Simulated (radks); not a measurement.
Task: Numerical settings for the zinc ion Zn2+, [Ar] 3d10. All-electron calculation, Dirac Kohn-Sham, PBEsol, spin-unpolarised, spherical densities, point nucleus. Program: a radial shooting solver on a logarithmic mesh with Libxc functionals. The defaults (mesh step 0.008 in ln r, mesh end at 40 bohr or more with all orbitals vanishing there, Anderson mixing 0.5 over 9 steps, residual threshold near 1e-9 with the energy settled to 1e-9 hartree or 1e-11 of itself, here a cap of 79 iterations) give E = -1793.6280 hartree and 3d5/2 at -30.688 eV in 16 iterations. Run on one thread of a shared host, so times are rough (Intel(R) Xeon(R) Platinum 8488C): 0.11 s of CPU time, 0.11 s wall, 16 iterations on 2476 mesh points. One setting is changed at a time: mesh step in ln r 0.003; mesh step in ln r 0.02; mesh step in ln r 0.08; mesh end (bohr) 2; mesh end (bohr) 400; residual threshold 0.001; residual threshold 0.1; mixing 0.05; linear mixing, mixing 0.2; linear mixing, mixing 1; mixing history 3; iteration cap 8. Which runs fail to converge, and which converge to a wrong energy?

Result: Not converged within the cap: mesh step in ln r 0.08; linear mixing, mixing 0.2; linear mixing, mixing 1; iteration cap 8. Settings that end as converged yet miss the energy by more than 1 mhartree: mesh end (bohr) 2 (+1.49 hartree).
